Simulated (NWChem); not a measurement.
System: AlH$_{3}$SO$_{2}$; SMILES [OH][Al]([SH])[OH]

```xyz
7

Al    -0.0125     0.4431     0.0000
O     -1.4012     1.4153     0.0000
H     -2.3151     1.1304     0.0000
O      1.5265     1.1535     0.0000
H      1.6893     2.0980     0.0000
S     -0.0919    -1.7322     0.0000
H      1.2569    -1.8253     0.0000
```
Atoms are numbered in this order, from 1.

Computed with NWChem. Pople sets run with spherical d functions. Structure relaxed at the PBE0/def2-SVP level.

For level TPSS/6-31G*:

```yaml
orbital gap (eV): 5.36
```

Task: How do the values read with level LDA (Slater exchange, VWN5)/6-31G* instead?

Result: 
| Quantity | Value |
|---|---|
| orbital gap (eV) | 4.97 |
